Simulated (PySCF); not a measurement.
# How methods differ on the ionisation energy of Zn⁺

Zn⁺ [Ar] 3d10 4s1 (2S) → Zn²⁺ [Ar] 3d10 (1S), as a difference of total energies. Computed with PySCF 2.14 in def2-TZVP, with no relativity, point nucleus. Correlated levels: valence: [Ar] frozen. The calculations carry no spin-orbit coupling.

```
           method  ionisation energy (eV)
              UHF                  16.589
              LDA                  18.685
           r2SCAN                  18.202
    MP2 (valence)                  17.263
SCS-MP2 (valence)                  17.144
   CCSD (valence)                  17.177
CCSD(T) (valence)                  17.219
```

Q: How much does correlation contribute at CCSD(T) (valence)?

A: 17.219 − (16.589) = 0.630 eV, measured against UHF.

These non-relativistic numbers lack the scalar-relativistic shift.

Errors of the correlated levels include the incompleteness of this basis and the frozen core.

For comparison: 17.964 eV (measured; NIST Atomic Spectra Database, ionization energies).
